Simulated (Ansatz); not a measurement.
Reaction (silylene loss): `C[SiH](F)S[SiH3]` → `C[SiH](F)S` + `[SiH2]`

Program: Ansatz. Geometries: PBE0-D4/def2-TZVP. ΔE: electronic, gas phase. CCSD(T)/CBS is the MP2 limit (def2-TZVPP, def2-QZVPP) plus CCSD(T) − MP2 in def2-TZVPP, frozen cores. This one scheme is used for every species. DFT in def2-TZVPP. HSE06 is defined as in plane-wave codes. One conformer a species, not always the lowest.

| level | ΔE (kJ/mol) | difference from CCSD(T)/CBS |
| --- | --- | --- |
| BLYP-D4 | 280.5 | -16.4 |
| PBE0-D4 | 309.5 | 12.6 |
| HSE06-D4 | 309.3 | 12.4 |
| ωB97M-V | 291.0 | -5.9 |
| B2PLYP | 288.4 | -8.5 |
| PBE | 289.2 | -7.7 |
| revPBE | 273.1 | -23.8 |
| PBE0 | 300.0 | 3.1 |
| r2SCAN0 | 316.4 | 19.5 |
| CAM-B3LYP | 285.8 | -11.1 |
| CCSD(T)/CBS | 296.9 | 0 |

Problem. What do rigid-rotor, harmonic-oscillator terms from PBE0-D4/def2-TZVP frequencies (298.15 K, 1 bar) make of the CCSD(T)/CBS value? (An estimate is asked.)

Solution. Computed: ΔZPE = -16.7 kJ/mol, ΔH = +284.2 kJ/mol, ΔS = 149 J/(mol·K), ΔG = +239.9 kJ/mol. Modes under 50 cm⁻¹ make the entropy rough.

Largest T1 diagnostic among the species: 0.014.

Leaving LDA and LC-ωPBE aside and taking each functional with its dispersion term where it has one, the values, not all of them listed here, spread over 39.4 kJ/mol, from BLYP-D4 to r2SCAN0-D4. LDA lies +32.5 kJ/mol from PBE without D4. From PBE to PBE0 (25 % exact exchange), in def2-TZVPP and without D4, ΔE moves by +10.8 kJ/mol.

CCSD(T)/CBS has its own doubt, a few kJ/mol and more with outer-core shells, so smaller differences from it don't rank the levels.
